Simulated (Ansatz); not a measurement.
Geometry optimisation, RKS r2SCANh-D4/def2-SVP in Ansatz.

Input file:

```yaml
crystal:
  periodic: [false, false, false]
  atoms:
    - { symbol: C, position_ang: [-0.3525, 0.9075, -0.5106] }
    - { symbol: B, position_ang: [-0.0593, -0.5853, -0.2797] }
    - { symbol: "N", position_ang: [0.283, -1.0994, 1.0923] }
    - { symbol: F, position_ang: [-0.0323, -1.4915, -1.3954] }
    - { symbol: H, position_ang: [0.3108, 1.3673, -1.281] }
    - { symbol: H, position_ang: [-0.3249, 1.5444, 0.4213] }
    - { symbol: H, position_ang: [-1.4075, 1.0395, -0.9131] }
    - { symbol: H, position_ang: [-0.91969, -0.81873, 0.47802] }
    - { symbol: H, position_ang: [0.3405, -0.2797, 1.8143] }
basis:
  gaussian: { orbitals: def2-SVP }
hamiltonian:
  xc: r2scanh
  dispersion: d4
relax:
  f_tol: 0.02
  max_steps: 50
```

Command:

```bash
$ ansatz run input.yaml --threads 2 --pin off --max-ram 3072MiB --backend cpu --events-out ev --progress --plain --runs-dir out
```

Question: Where does it end, and by what steps?

Answer: The forces met the threshold. After 13 steps the energy has fallen by 4.018 eV; H8 moved furthest, 1.55 Å. Parted: B2–H8 (1.17 → 2.12 Å). Joined: N3–H8 (1.38 → 1.01 Å).

| step | energy less start (eV) | largest force component (eV/Å) | accepted |
| --- | --- | --- | --- |
| 0 | 0.0000 | 5.098 | yes |
| 1 | -1.3315 | 3.592 | yes |
| 2 | -2.1907 | 2.133 | yes |
| 3 | -2.7328 | 1.394 | yes |
| 4 | -3.0233 | 1.793 | yes |
| 5 | -3.2865 | 1.220 | yes |
| 6 | -3.4862 | 1.540 | yes |
| 7 | -3.6830 | 1.389 | yes |
| 8 | -3.8455 | 0.884 | yes |
| 9 | -3.9521 | 0.516 | yes |
| 10 | -3.9254 | 2.084 | no |
| 11 | -4.0058 | 0.243 | yes |
| 12 | -4.0172 | 0.042 | yes |
| 13 | -4.0175 | 0.010 | yes |

```xyz
9
Properties=species:S:1:pos:R:3
C -0.305 1.101 -0.653
B -0.247 -0.428 -0.301
N -0.137 -0.937 0.998
F -0.310 -1.322 -1.307
H 0.495 1.355 -1.366
H -0.217 1.767 0.215
H -1.252 1.329 -1.166
H -0.107 -1.929 1.190
H -0.082 -0.351 1.817
```

Run time: 21 s on 2 threads of Intel(R) Xeon(R) Platinum 8488C (Sapphire Rapids), on a shared host, peak memory 0.18 GiB.
